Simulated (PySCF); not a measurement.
SMILES [InH]([OH])[CH2]C, singlet, B3LYP/def2-SVP optimised geometry.

```
11

In     1.01    -0.10     0.00
H      2.73    -0.10     0.00
C     -0.56     1.44     0.00
C     -1.99     0.90    -0.02
H     -0.36     2.08    -0.87
H     -0.38     2.07     0.89
H     -2.21     0.27     0.86
H     -2.19     0.28    -0.91
H     -2.73     1.71    -0.01
O      0.33    -2.01     0.00
H     -0.63    -2.08     0.00
```

Density from B3LYP/def2-TZVP, def2 effective core potentials past Kr (PySCF) at that geometry. The core electrons that the potentials of In replace are not part of the density.

Minimum of the electron density along straight lines between bonded atoms, close to the bond critical point (lines longer than 1.1 times the sum of covalent radii, or with two minima, are not listed):

| bond | length / Å | ρ at the minimum / e bohr⁻³ | ∇²ρ there / e bohr⁻⁵ | position (fraction from the first atom) |
|---|---|---|---|---|
| In1–H2 | 1.728 | 0.104 | 0.11 | 0.64 |
| In1–C3 | 2.195 | 0.093 | 0.13 | 0.52 |
| C3–C4 | 1.531 | 0.241 | -0.58 | 0.50 |
| C3–H5 | 1.103 | 0.270 | -0.89 | 0.64 |
| C3–H6 | 1.103 | 0.270 | -0.89 | 0.64 |
| C4–H7 | 1.103 | 0.272 | -0.92 | 0.64 |
| C4–H8 | 1.103 | 0.272 | -0.92 | 0.64 |
| C4–H9 | 1.105 | 0.271 | -0.91 | 0.64 |
| In1–O10 | 2.025 | 0.104 | 0.45 | 0.52 |
| O10–H11 | 0.967 | 0.355 | -2.28 | 0.79 |
